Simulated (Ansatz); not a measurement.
CH4AlO, doublet, at a GFN2-xTB geometry (such geometries of metal compounds can be far from the true shape) (the spin is typed, not shown lowest); CCSD(T)/6-31G* (Ansatz, an electronic-structure program).

Ansatz was given this input:
Ansatz 0.2 input:
```yaml
crystal:
  periodic: [false, false, false]
  atoms:
    - {symbol: Al, position_ang: [0.48113125, -0.04877740, 0.11465126]}
    - {symbol: C, position_ang: [-0.38584918, 1.34753615, -1.09815693]}
    - {symbol: H, position_ang: [-1.11963430, 1.95868395, -0.56673388]}
    - {symbol: H, position_ang: [-0.89773264, 0.89432897, -1.95075957]}
    - {symbol: H, position_ang: [0.37807063, 2.02131952, -1.49383572]}
    - {symbol: O, position_ang: [-0.20697998, -1.29160769, 0.96009771]}
    - {symbol: H, position_ang: [-0.64447510, -1.99258163, 1.42902268]}
basis:
  gaussian:
    orbitals: 6-31G*
magnetization: {spin_polarized: true, initial_magnetization: 1}
correlation: {method: ccsd_t}
```

Question: Predict the main parts of the log of this Ansatz run.

Answer: 
```
Functional definition: HF
560 factors; integrals over basis functions are off by at most 7.9e-4 eV
mean field evaluation 1: about -9709.8185 eV, gradient 2.9e1 eV
mean field evaluation 2: about -9709.8384 eV, gradient 2.9e1 eV
mean field evaluation 4: about -9713.5817 eV, gradient 2.5e0 eV
mean field evaluation 8: about -9713.7099 eV, gradient 2.4e-1 eV
mean field evaluation 16: about -9713.7119 eV, gradient 2.0e-6 eV
mean field evaluation 32: about -9710.8945 eV, gradient 6.7e-1 eV
mean field evaluation 64: about -9710.9390 eV, gradient 5.9e-4 eV
mean field -9713.71190123 eV, -356.9723281799 hartree, gradient 2.0e-6 eV, S^2 0.757966; 1 other end points of the search recorded, 0 dependent functions left out
determinant -9713.71190123 eV, -356.9723281799 hartree, with singles and doubles -9724.04328152 eV, -357.3519994025 hartree
determinant -9710.93900678 eV, -356.8704261882 hartree, with singles and doubles -9721.36176280 eV, -357.2534554072 hartree
7 core orbitals not correlated
reference -9713.71190123 eV, -356.9723281799 hartree; 9, 8 occupied and 41, 42 virtual orbitals, 560 factors
second order -9.62561762 eV of doubles, -0.00000000 eV of singles
cycle   1  -10.33172537 eV  change   -3.5e-4 eV  update   1.0e-3
cycle   2  -10.33165438 eV  change    7.1e-5 eV  update   7.0e-4
cycle   3  -10.33156184 eV  change    9.3e-5 eV  update   3.2e-4
cycle   4  -10.33165731 eV  change   -9.5e-5 eV  update   1.0e-4
cycle   5  -10.33182507 eV  change   -1.7e-4 eV  update   2.7e-5
cycle   6  -10.33187672 eV  change   -5.2e-5 eV  update   9.3e-6
cycle   7  -10.33187595 eV  change    7.7e-7 eV  update   2.5e-6
perturbative correction -0.22498672 eV, -0.0082681096 hartree
Total energy: -9724.26876391 eV, -357.3602857274 hartree
```
